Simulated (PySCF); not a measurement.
# Gas-phase thermal properties of ZnI₂

Method: PySCF energies (xtb for GFN2) plus ideal-gas RRHO corrections (1 bar). All species are closed-shell singlets. I: scalar-relativistic def2 core potential, no spin-orbit coupling. Zn: all electrons, no relativistic terms. The harmonic model lacks anharmonicity and excited electronic states, which grow with temperature; levels with a mode under 35 cm⁻¹ are left out. Soft modes under 120 cm⁻¹ make the harmonic entropy rough for ZnI₂.

```
level           point group  σ  ZPE (kJ/mol)  S°298 (J/mol/K)  Cp298 (J/mol/K)  S°1000 (J/mol/K)  H1000 − H298 (kJ/mol)
--------------  -----------  -  ------------  ---------------  ---------------  ----------------  ---------------------
GFN2-xTB                D∞h  2           3.2            327.9             60.5             402.4                   43.4
PBE/def2-SVP            D∞h  2           3.6            317.4             60.3             391.9                   43.3
PBE0/def2-TZVP          D∞h  2           3.8            316.1             60.2             390.5                   43.3
```
σ: rotational symmetry number. Electronic degeneracy used: 1. Frequencies are unscaled.
